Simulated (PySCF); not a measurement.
**Electrostatic potential from atomic charges**

Species: `O=S(=O)(O)[C@@H]1C[C@H]1F`. Coordinates (GFN2-xTB, Å) and charges (e) from the PBE0/pcSseg-1 density (PySCF):

```
atom       x       y       z  Mulliken      IAO  Hirshfeld  ESP-fitted
  O1   2.227   0.596  -0.988   -0.5196  -0.8754    -0.3182     -0.5065
  S2   1.350  -0.423  -0.502   +1.2359  +2.1672    +0.5613     +1.0269
  O3   1.536  -1.760  -0.950   -0.4845  -0.8499    -0.3012     -0.4705
  O4   1.446  -0.380   1.113   -0.4717  -0.7423    -0.1902     -0.5718
  C5  -0.355   0.046  -0.732   -0.4425  -0.3804    -0.0631     -0.2919
  C6  -0.959   1.005   0.245   -0.1720  -0.3044    -0.0902     -0.3800
  C7  -1.304  -0.446   0.304   +0.2377  +0.1718    +0.0522     +0.1535
  F8  -2.544  -0.826  -0.098   -0.2978  -0.2955    -0.0993     -0.1929
  H9   2.229   0.118   1.357   +0.2697  +0.3907    +0.1934     +0.4623
 H10  -0.643   0.059  -1.770   +0.1930  +0.1988    +0.0782     +0.2429
 H11  -1.712   1.686  -0.124   +0.1628  +0.1780    +0.0676     +0.2176
 H12  -0.329   1.407   1.022   +0.1524  +0.1714    +0.0527     +0.1611
 H13  -0.948  -1.079   1.104   +0.1365  +0.1701    +0.0566     +0.1494
```

Points outside the species (Å): A (-6.4, 3.4, -0.6); B (6.2, 0.8, 2.0); C (3.4, -2.8, -4.5); D (2.9, -6.5, 4.4); E (4.7, 3.9, -3.9).

Question: Find the potential V = 14.3996 V·Å × Σ q/r of each set of charges at these points.

Answer: In volts:

```json
{"point": "A", "nearest atom": "H11", "distance (Å)": "5.01", "Mulliken": "+0.077", "IAO": "+0.090", "Hirshfeld": "+0.067", "ESP-fitted": "+0.101"}
{"point": "B", "nearest atom": "H9", "distance (Å)": "4.08", "Mulliken": "+0.094", "IAO": "+0.134", "Hirshfeld": "+0.066", "ESP-fitted": "+0.156"}
{"point": "C", "nearest atom": "O3", "distance (Å)": "4.14", "Mulliken": "-0.284", "IAO": "-0.374", "Hirshfeld": "-0.255", "ESP-fitted": "-0.345"}
{"point": "D", "nearest atom": "O4", "distance (Å)": "7.10", "Mulliken": "-0.015", "IAO": "-0.024", "Hirshfeld": "-0.005", "ESP-fitted": "-0.032"}
{"point": "E", "nearest atom": "O1", "distance (Å)": "5.05", "Mulliken": "-0.121", "IAO": "-0.173", "Hirshfeld": "-0.114", "ESP-fitted": "-0.148"}
```

Question: How far are the other sets from the ESP-fitted one at these points?

Answer: Root-mean-square difference: IAO 0.021 V, Mulliken 0.043 V, Hirshfeld 0.062 V. The ESP scheme is a least-squares fit of atom-centred charges to the potential on four shells outside the van der Waals surface, with the total charge fixed.

Question: What energy would a point charge of +3 e have at C in the field of the ESP charges, leaving out polarisation?

Answer: -1.035 eV = -99.9 kJ/mol, an attraction.

Geometry: GFN2-xTB, one conformer, isolated molecule.

Shape of the structure used: `[O:1]=[S:2](=[O:3])([OH:4])[C@@H:5]1[CH2:6][C@H:7]1[F:8]`: O1–S2–C5–C6 -79°, H–O4–S2–O1 -16°.
